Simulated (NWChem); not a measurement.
Species: CH3ClF2Ge; SMILES [CH3][Ge]([F])([F])[Cl]

### Question
Give the equilibrium geometry at PBE0/def2-SVP (NWChem) as a list of bonds and angles, with the point group.

### Answer
point group C1; any orientation.
Bonded distances (Å): C1–Ge2 1.915, C1–H6 1.098, C1–H7 1.098, C1–H8 1.099, Ge2–F3 1.724, Ge2–F4 1.724, Ge2–Cl5 2.130. Angles (°): Ge2–C1–H6 109.5, Ge2–C1–H7 109.4, Ge2–C1–H8 109.1, H6–C1–H7 109.5, H6–C1–H8 109.7, H7–C1–H8 109.7, C1–Ge2–F3 111.5, C1–Ge2–F4 111.5, C1–Ge2–Cl5 114.7, F3–Ge2–F4 104.3, F3–Ge2–Cl5 107.1, F4–Ge2–Cl5 107.1.
